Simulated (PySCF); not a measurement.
**N(2+): excitation energy**

N(2+) [He] 2s2 2p1 (2P) → N(2+) [He] 2s1 2p1 3s1 (4P), as a difference of total energies. Calculation: PySCF 2.14, in dyall-av2z (11s7p2d, 42 functions); no relativity, point nucleus. Correlated levels: valence: 1s2 frozen; virtual orbitals above 40 to 60 times the deepest correlated orbital energy dropped. The calculations carry no spin-orbit coupling.

```csv
method,excitation energy (eV)
UHF,33.653
LDA,34.848
PBE,34.833
PBE0,34.851
r2SCAN,34.703
revPBE,34.889
CAM-B3LYP,35.348
wB97X-V,35.260
HSE06,34.845
MP2 (valence),34.862
SCS-MP2 (valence),35.214
```

Task: How much does correlation contribute at MP2 (valence)?

Result: 34.862 − (33.653) = 1.209 eV, measured against UHF.

The promoted electron is Rydberg-like, and one or two diffuse shells describe it only roughly, which tends to raise the upper state.
